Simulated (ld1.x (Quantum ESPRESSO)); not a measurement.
## Varying the TM potential for rhenium

Base potential:

Re, norm-conserving Troullier–Martins (Kleinman–Bylander form), made with ld1.x (Quantum ESPRESSO) 7.5 (PBE, fully relativistic). Core [Xe] 4f14, reference 5d5 6s2 6p0. Waves: 6s (bound): rc 2.60 bohr; 5d (bound): rc 1.55 bohr; 6p (bound, empty): rc 2.50 bohr. Local part: the p channel. Core correction: none.

Open shells are filled in proportion to 2j + 1 (rel_dist='average').

All-electron outer shells of the reference configuration (PBE, scalar-relativistic, ld1.x):

| shell | level (eV) | outermost node (bohr) | outermost maximum (bohr) |
| --- | --- | --- | --- |
| 5p | -47.01 | 0.56 | 1.06 |
| 4f | -42.31 | – | 0.41 |
| 6s | -5.94 | 1.24 | 2.57 |
| 5d | -5.37 | 0.62 | 1.41 |
| 6p | -1.32 | 1.48 | 3.65 |

Cutoffs, loose and tight: the cutoffs (Ry, on a coarse ladder) from which the occupation-weighted sum of valence levels, in a spherical-Bessel basis at the reference potential, stays within 10 and 1 mRy of its value at 400 Ry. They do not see the model core or the augmentation charge, which bear on the density cutoff. Test errors are all-electron minus pseudo excitation energies from the reference, over the configurations 5d5 6s1 6p0; 5d5 6s0 6p0; 5d4 6s0 6p0; 5d3 6s0 6p0; 5d5.5 6s1.5 6p0; 5d5 6s0 6p1; 5d5 6s1.5 6p0. A dash means not determined; rows that change the core or the reference have their own tests.

A true bound ghost makes a file unfit for plane-wave use even where its test errors are small: the radial tests pick states by their node count and pass the ghost by.

| change | outcome | cutoff, loose | cutoff, tight | bound ghosts | largest test error (meV) |
| --- | --- | --- | --- | --- | --- |
| base | generated | 35 Ry | 55 Ry | s | -255 |
| all radii scaled by about 0.77 (s 2.00, p 1.92, d 1.20 bohr) | generated | 90 Ry | 140 Ry | s | -270 |
| all radii scaled by about 0.82 (s 2.14, p 2.06, d 1.28 bohr) | generated | 35 Ry | 55 Ry | s | -244 |
| all radii scaled by about 1.24 (s 3.22, p 3.10, d 1.92 bohr) | generated | 35 Ry | 40 Ry | none | -503 |
| all radii scaled by about 1.31 (s 3.40, p 3.28, d 2.04 bohr) | generated | 35 Ry | 40 Ry | none | -671 |
| all radii scaled by about 1.38 (s 3.60, p 3.46, d 2.14 bohr) | generated | 35 Ry | 40 Ry | none | -819 |

What comes out with this change to the base: all radii scaled by about 1.06 (s 2.74, p 2.64, d 1.64 bohr)?

outcome: generated; cutoff, loose: 35 Ry; cutoff, tight: 50 Ry; bound ghosts: none; largest test error (meV): -319.

What comes out with this change to the base: all radii scaled by about 1.13 (s 2.94, p 2.82, d 1.76 bohr)?

outcome: generated; cutoff, loose: 35 Ry; cutoff, tight: 40 Ry; bound ghosts: none; largest test error (meV): -391.

What comes out with this change to the base: all radii scaled by about 0.90 (s 2.34, p 2.24, d 1.40 bohr)?

outcome: generated; cutoff, loose: 35 Ry; cutoff, tight: 55 Ry; bound ghosts: s; largest test error (meV): -174.

Reading the sweep of the scale of all radii (base = 1) (base included, trends over the rows without a ghost): The loose cutoff stays near 35 Ry. The median size of the test errors (rows with all tests solved) is not monotonic: lowest 5.2 meV at 1.31, highest 32.9 meV at 1.06. Bound ghosts are found at 0.77, 0.82, 0.9, 1.
